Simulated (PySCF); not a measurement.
# From computed data to an observable: oscillator strength and radiative lifetime

CH5O, SMILES C[OH2+], charge +1.

Geometry: B3LYP-D3(BJ)/def2-TZVP. The isomer is the one that the SMILES or the coordinates give; other isomers of the formula were not compared.

TDDFT-M06-2X/def2-TZVPD (PySCF) puts the first singlet state with f over 0.02 at 12.16 eV (vertical), with the transition dipole (-0.241, -0.555, 0.000) in atomic units.

Problem. Find the oscillator strength, the wavelength and the radiative lifetime that this transition would have in vacuum if emission retraced absorption.

Solution. 
|μ|² = 0.3661 au, so |μ| = 1.54 D. ΔE = 12.16/27.211 = 0.4469 hartree. f = (2/3) ΔE |μ|² = 0.109 (the program prints 0.109).
λ = 1239.84/12.16 = 102 nm; ν = 98077 cm⁻¹.
Einstein's coefficient A = 0.6670 ν² f s⁻¹ (ν in cm⁻¹) = 7.0e8 s⁻¹, so τ = 1/A = 1.4 ns. This state is S5; the lower singlets have f = 0.000, 0.003, 0.005, 0.005. The figure is the radiative limit of this one transition; relaxation, internal conversion, crossing to triplets and a medium change what is measured.
